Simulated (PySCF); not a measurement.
## Highest orbital energy against ionisation energy along the noble gases

Calculated with PySCF 2.14, no spin-orbit coupling. Each cell gives −ε(HOMO) / ΔSCF in eV; NIST values include spin-orbit coupling, (s) semi-empirical, (t) theoretical.

| species | UHF | LDA | PBE | PBE0 | r2SCAN | NIST (lowest levels) |
| --- | --- | --- | --- | --- | --- | --- |
| He⁺ (dyall-av2z, non-relativistic) | 54.411 / 54.411 | 41.094 / 52.826 | 42.031 / 54.243 | 45.165 / 54.323 | 43.207 / 54.416 | 54.418 (t) |
| Ne⁺ (dyall-av2z, non-relativistic) | 42.056 / 39.272 | 31.225 / 41.448 | 31.219 / 41.150 | 34.196 / 41.012 | 32.002 / 41.145 | 40.963 |
| Ar⁺ (dyall-av2z, non-relativistic) | 27.579 / 26.392 | 21.597 / 27.850 | 21.532 / 27.617 | 23.319 / 27.626 | 21.962 / 27.679 | 27.630 |
| Kr⁺ (dyall-av2z, non-relativistic) | 24.192 / 23.283 | 19.218 / 24.664 | 19.064 / 24.341 | 20.622 / 24.380 | 19.503 / 24.474 | 24.360 |
| Xe⁺ (dyall-av2z, non-relativistic) | 20.778 / 20.062 | 16.746 / 21.365 | 16.573 / 21.042 | 17.894 / 21.091 | 16.918 / 21.113 | 20.975 (s) |

Task: How far is −ε(HOMO) from ΔSCF on average for each method, and why?

Result: UHF 1.12 eV; LDA -7.65 eV; PBE -7.59 eV; PBE0 -5.45 eV; r2SCAN -7.05 eV. Hartree-Fock orbital energies lack relaxation and so exceed the ΔSCF value; semilocal functionals have convex E(N) from self-interaction, so their HOMO lies far too high; exact exchange moves hybrids part of the way back.
